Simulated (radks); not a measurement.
Values are calculated unless marked as measured or tabulated.
Species: Sc+. Configuration: [Ar] 3d1 4s1.

Code: a radial shooting solver on a logarithmic mesh with Libxc functionals. Model: Dirac Kohn-Sham, exchange-only LDA, spin-unpolarised, spherical densities, finite nucleus; open shells are shared between the two j in proportion to 2j + 1; Fermi nuclear charge, rms radius 3.5459 fm.

Energy parts (Ry):
| part | energy |
|---|---|
| total | -1520.84948 |
| kinetic | 1535.61470 |
| electron-nucleus | -3613.98082 |
| Hartree | 628.05423 |
| exchange | -70.53758 |

Orbitals (lengths in bohr, moments of r in powers of bohr):
orbital  occ.  eigenvalue (Ry)      <r>
1s1/2       2        -322.5994  0.07320
2s1/2       2        -35.13897   0.3445
2p1/2       2        -29.12153   0.3065
2p3/2       4        -28.78154   0.3091
3s1/2       2         -4.43217    1.078
3p1/2       2         -2.90470    1.166
3p3/2       4         -2.86685    1.174
4s1/2       1         -0.66428    3.399
3d3/2     0.4         -0.65787    1.738
3d5/2     0.6         -0.65550    1.743
4p1/2       0         -0.42054    4.208
4p3/2       0         -0.41775    4.229
5s1/2       0         -0.19606    8.265

The highest occupied level is 3d5/2 at -8.919 eV. The electron density at the nucleus is 7210 e/bohr^3. Summed over all electrons, <r^2> = 30.56 bohr^2, which gives a Langevin (diamagnetic) susceptibility term of -24.2 x 10^-6 cm^3/mol. The density falls to 0.001 e/bohr^3 at r = 4.29 bohr.
